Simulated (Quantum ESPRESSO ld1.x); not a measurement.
Question: These are the eigenvalues of the occupied orbitals of an atom or ion with whole-number occupations (eV). Method: scalar-relativistic Kohn-Sham, relativistic LDA (MacDonald-Vosko exchange, VWN5 correlation), spin-unpolarised, spherical densities, point nucleus; computed with ld1.x of Quantum ESPRESSO 7.5.

| orbital | eigenvalue |
|---|---|
| 1s | -6973.55 |
| 2s | -824.806 |
| 2p | -705.749 |
| 3s | -101.928 |
| 3p | -68.4893 |
| 3d | -16.2946 |
| 4s | -12.6117 |

Which element is it, and in what charge state? The configuration may be excited.

Answer: Z = 26, iron, charge +1: Fe+ in [Ar] 3d6 4s1. The list shows which subshells hold electrons but not how many an open one holds; the 1s level, -256.27 hartree, gives Z - s = 22.6 by -(Z - s)^2/2, which with screening and relativity narrows Z to a few neighbours, and the depths of the outer levels then fix element, charge and occupations together.
